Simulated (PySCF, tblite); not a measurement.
Compound: C7H10F3 (charge +1).
SMILES with atom numbers: `[CH2:1]=[CH:2][C@H:3]([C+:4]([CH3:5])[CH3:6])[C:7]([F:8])([F:9])[F:10]` (hydrogens: H11, H12 on C1; H13 on C2; H14 on C3; H15, H16, H17 on C5; H18, H19, H20 on C6)

Structure optimised with GFN2-xTB, isolated species.

**Question.** List the bond lengths, angles and torsions at this level.

**Answer.** 
```csv
bond,length (Å),order
C1=C2,1.321,double
C2–C3,1.539,single
C3–C4,1.464,single
"C4–C5, C4–C6",1.451,single
C3–C7,1.539,single
"C7–F8, C7–F10",1.337,single
C7–F9,1.323,single
C1–H11,1.078,single
C1–H12,1.078,single
C2–H13,1.080,single
C3–H14,1.094,single
C5–H15 and 3 like bonds,1.090,single
"C5–H16, C6–H20",1.100,single
```

Bonds in one row agree within 0.01 Å and their mean is given. Orders are formal, as drawn. A selection of angles:
```csv
angle,degrees
C1–C2–C3,123.2
C2–C3–C4,96.5
C2–C3–C7,111.2
C4–C3–C7,117.3
C3–C4–C5,121.3
C3–C4–C6,119.0
C5–C4–C6,119.8
C3–C7–F8,109.9
C3–C7–F9,110.6
C3–C7–F10,112.6
F8–C7–F9,108.5
```

Torsions: C1–C2–C3–C4 -100° (anticlinal); C2–C3–C4–C5 -88° (synclinal); C2–C3–C7–F8 165° (antiperiplanar).

C4 (formal carbocation centre) is planar (angles 121.3°, 119.8° and 119.0°, sum 360.0°, 0.00 Å off the plane of its three neighbours). Of the pairs four or more bonds apart, F10···H13 is among the closest relative to their van der Waals radii: 2.43 Å, 91 % of the sum of Bondi's values. The C–C distances run from 1.321 Å (C1=C2, drawn double) to 1.539 Å (C3–C7, drawn single), a spread of 0.218 Å. C2 (alkene CH carbon) is planar (angles 123.2°, 122.2° and 114.5°, sum 359.9°, 0.02 Å off the plane of its three neighbours). C1 (terminal =CH2 carbon) is planar (angles 123.6°, 120.3° and 116.1°, sum 360.0°, 0.01 Å off the plane of its three neighbours).

Point group: C1 (no symmetry element, even within 0.4 Å). Its GFN2-xTB frequencies are all real (lowest 46 cm⁻¹).

One conformer stands for the species.

All values are computed, not measured.
